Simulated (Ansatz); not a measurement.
The same path of CH₆OSn (9 atoms, charge 0, multiplicity 1) was run twice with different band settings. Lost on the way: Sn1–H4. Made: O2–H4.

The calculation used RHF/def2-SVP (Ansatz).

Relaxed end points:

```xyz
9
Properties=species:S:1:pos:R:3
Sn 0.352 0.047 -0.027
O 0.473 0.004 1.944
H -0.244 -0.367 2.434
H 1.973 0.201 -0.534
C -0.863 1.723 -0.617
H -1.895 1.579 -0.296
H -0.479 2.637 -0.163
H -0.849 1.839 -1.702
H -0.334 -1.438 -0.544
```

```xyz
9
Properties=species:S:1:pos:R:3
Sn 0.027 -0.242 -1.044
O 1.224 0.176 1.111
H 0.721 0.071 1.907
H 2.074 -0.216 1.259
C -1.058 1.663 -0.715
H -2.021 1.615 -1.233
H -1.260 1.840 0.343
H -0.500 2.512 -1.115
H -1.072 -1.194 -0.017
```

Common settings: movable images 7; climbing image yes; spring 5.0 eV/Å²; optimiser quadratic models (default); force threshold 0.03 eV/Å; iteration limit 60; end points relaxed.

| run | start path |
| --- | --- |
| 1 | through a guess of the saddle point |
| 2 | straight line |

(1) What does each run give, and how far can it be trusted?

Results:

(1) Run 1: converged after 18 iterations, highest image 2.942 eV above the first end. A structure lower than the first end lies on the path between it and the top, so the climb from that side starts below the end, which may itself be a saddle point or a shallow side well. Neighbouring images differ by up to 2.5 eV, so the band resolves the path poorly. A vibrational analysis at the climbing image gives 2 clearly imaginary modes (1889i, 65i cm⁻¹): a point of higher order, so a lower path passes nearby.
Run 2: converged after 20 iterations, highest image 2.932 eV above the first end. A structure lower than the first end lies on the path between it and the top, so the climb from that side starts below the end, which may itself be a saddle point or a shallow side well. Neighbouring images differ by up to 2.5 eV, so the band resolves the path poorly. The order of the stationary point at the top wasn't checked.
The orbitals stay closed-shell, which can raise the energy where a bond breaks towards radicals; this wasn't checked here.
